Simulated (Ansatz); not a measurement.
`CCCC(=O)N(C)C` and `CCCC(=O)O` differ in one atom or group.

Ansatz, PBE0-D4/def2-TZVP geometries, multiplicity 1. Each molecule was computed in one conformer, which needn't be the lowest.

```csv
property,`CCCC(=O)N(C)C`
HOMO–LUMO gap (ωB97M-V/def2-TZVPP) / eV,11.41
HOMO energy (PBE0/def2-TZVPP) / eV,-6.86
HOMO–LUMO gap (PBE0/def2-TZVPP) / eV,7.75
HOMO–LUMO gap (PBE/def2-TZVPP) / eV,5.31
size of the dipole moment (PBE/def2-TZVPP) / D,3.40
size of the dipole moment (ωB97M-V/def2-TZVPP) / D,3.50
```

(1) Give the same properties after the change, and the shifts. (An estimate is asked.)

Results:

(1) The calculation gave: 
| property | `CCCC(=O)O` | shift |
| --- | --- | --- |
| HOMO–LUMO gap (ωB97M-V/def2-TZVPP) / eV | 12.63 | 1.22 |
| HOMO energy (PBE0/def2-TZVPP) / eV | -7.95 | -1.09 |
| HOMO–LUMO gap (PBE0/def2-TZVPP) / eV | 8.17 | 0.42 |
| HOMO–LUMO gap (PBE/def2-TZVPP) / eV | 5.37 | 0.06 |
| size of the dipole moment (PBE/def2-TZVPP) / D | 1.84 | -1.56 |
| size of the dipole moment (ωB97M-V/def2-TZVPP) / D | 1.91 | -1.59 |

With PBE0 the HOMO falls by 1.09 eV and the LUMO falls by 0.68 eV, so the gap widens by about 0.41 eV. PBE moves the HOMO by -0.79 eV and ωB97M-V by -1.26 eV. Dipoles are sizes alone; their direction can turn.
